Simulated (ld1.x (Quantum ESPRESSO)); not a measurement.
# chlorine: one change to a TM potential, before and after

```
Element                 : chlorine (Cl)
Generator               : ld1.x (Quantum ESPRESSO) 7.5
Type                    : norm-conserving Troullier–Martins (Kleinman–Bylander form)
Functional              : PBEsol
Relativity              : non-relativistic
Frozen core             : [Ne]
Valence charge          : 7
Reference configuration : 3s2 3p4 (charge +1)
Partial waves           : 3s (bound): rc 1.00 bohr; 3d channel at -0.15 Ry: rc 1.05 bohr; 3p (bound): rc 0.90 bohr
Local potential         : the p channel
Core correction         : none
```

All-electron outer shells of the reference configuration (PBEsol, non-relativistic, ld1.x):

| shell | level (eV) | outermost node (bohr) | outermost maximum (bohr) |
| --- | --- | --- | --- |
| 3s | -31.83 | 0.56 | 1.27 |
| 3p | -19.39 | 0.53 | 1.39 |

Change: wave 3s (bound): rc 1.00 bohr becomes 3s (bound): rc 1.44 bohr.

Cutoffs: the cutoffs (Ry, on a coarse ladder) from which the occupation-weighted sum of valence levels, in a spherical-Bessel basis at the reference potential, stays within 10 and 1 mRy of its value at 400 Ry; they do not see the model core or the augmentation charge, which bear on the density cutoff. Errors are all-electron minus pseudo energies relative to the spin-unpolarised reference configuration.

Problem. What does the change do?

Solution. Of the 7 tests that both files solve, the error grows in 2 and shrinks in 0 by more than 15 % and 0.3 meV (median size 10.3 → 18.7 meV); neither file shows a bound ghost.

| quantity | base | changed |
| --- | --- | --- |
| cutoff, loose | 230 Ry | 200 Ry |
| cutoff, tight | over 300 Ry | over 300 Ry |
| loose cutoff by channel (10 mRy a level) | s 70 Ry, p 160 Ry | s 40 Ry, p 160 Ry |
| bound ghosts | none | none |
| error for 3s2 3p5, meV [ΔE -13.85 eV] | +9.4 | +9.1 |
| error for 3s2 3p3, meV [ΔE 25.41 eV] | +20 | +19 |
| error for 3s2 3p2, meV [ΔE 63.67 eV] | +105 | +97 |
| error for 3s2 3p1, meV [ΔE 115.86 eV] | +298 | +267 |
| error for 3s1 3p6, meV [ΔE -1.92 eV] | +10 | +22 |
| error for 3s2 3p4.5, meV [ΔE -8.28 eV] | +2.9 | +2.8 |
| error for 3s1 3p5, meV [ΔE 12.48 eV] | +8.0 | +19 |
